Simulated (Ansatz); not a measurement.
Input for Ansatz (a program for electronic structure): R-CCSD(T)/def2-TZVPPD on CdH2 (SMILES [CdH2]), atoms moved off the minimum. Elements past Kr take the def2 small-core potentials; no spin–orbit coupling. Files ending in .json are basis or fitting sets from the Basis Set Exchange.

Ansatz 0.2 input:
```yaml
crystal:
  periodic: [false, false, false]
  atoms:
    - {symbol: Cd, position_ang: [0.14286907, 0.07482264, 0.02909844]}
    - {symbol: H, position_ang: [0.06179763, 0.12056083, 1.79908402]}
    - {symbol: H, position_ang: [0.01870419, 0.04992335, -1.74557255]}
basis:
  gaussian:
    orbitals: def2-TZVPPD.json
magnetization: {spin_polarized: false}
correlation: {method: ccsd_t, electrons: outside_noble_gas}
scf: {lower_state_search: off}
output: {forces: true}
```

The log:

```
WARN ansatz: RAYON_NUM_THREADS=1 ignored (pool sized by the plan → 1); use --threads N
Functional definition: HF
these checks for a lower state are left out or cut short: starts, cluster_reference, orbital_swaps, neighbouring_geometries, increment
integrals: 0.08 GiB planned
568 factors; integrals over basis functions are off by at most 1.2e-3 eV
mean field: 0.12 GiB planned
mean field evaluation 1: about -4570.7629 eV, gradient 9.9e0 eV
mean field evaluation 2: about -4570.7641 eV, gradient 9.9e0 eV
mean field evaluation 4: about -4571.1650 eV, gradient 1.7e0 eV
mean field evaluation 8: about -4571.1745 eV, gradient 1.7e-4 eV
mean field -4571.17454428 eV, -167.9875660487 hartree, gradient 9.4e-7 eV, S^2 0.000000; 0 other end points of the search recorded, 0 dependent functions left out
4 core orbitals not correlated
reference -4571.17454428 eV, -167.9875660487 hartree; 7, 7 occupied and 79, 79 virtual orbitals, 568 factors
densities: 0.33 GiB planned
second order -12.71649471 eV of doubles, -0.00000000 eV of singles
coupled cluster: 0.23 GiB planned
cycle   1  -11.89948622 eV  change    8.2e-1 eV  update   7.7e-2
cycle   2  -12.21751084 eV  change   -3.2e-1 eV  update   2.3e-2
cycle   3  -12.24442482 eV  change   -2.7e-2 eV  update   1.3e-2
cycle   4  -12.22422989 eV  change    2.0e-2 eV  update   3.9e-3
cycle   5  -12.22707433 eV  change   -2.8e-3 eV  update   1.4e-3
cycle   6  -12.22804725 eV  change   -9.7e-4 eV  update   3.2e-4
cycle   7  -12.22772584 eV  change    3.2e-4 eV  update   8.8e-5
cycle   8  -12.22778229 eV  change   -5.6e-5 eV  update   2.0e-5
cycle   9  -12.22780179 eV  change   -2.0e-5 eV  update   4.4e-6
cycle  10  -12.22779779 eV  change    4.0e-6 eV  update   1.2e-6
perturbative correction -0.39133319 eV, -0.0143812294 hartree
the calculation of the forces begins
Total energy: -4583.79367525 eV, -168.4513105587 hartree
Atom 0 at     0.142869     0.074823     0.029098 Å, force    -0.331272     0.032752    -0.049305 eV/Å
Atom 1 at     0.061798     0.120561     1.799084 Å, force     0.152268    -0.036184    -0.975514 eV/Å
Atom 2 at     0.018704     0.049923    -1.745573 Å, force     0.179004     0.003432     1.024819 eV/Å
Dipole moment:     0.059016    -0.005969     0.002470 e Å
Checks for a lower state left out: starts, cluster_reference, orbital_swaps, neighbouring_geometries, increment
```

The calculation finished and met its thresholds.

Cost: around 18 core-seconds (rough).
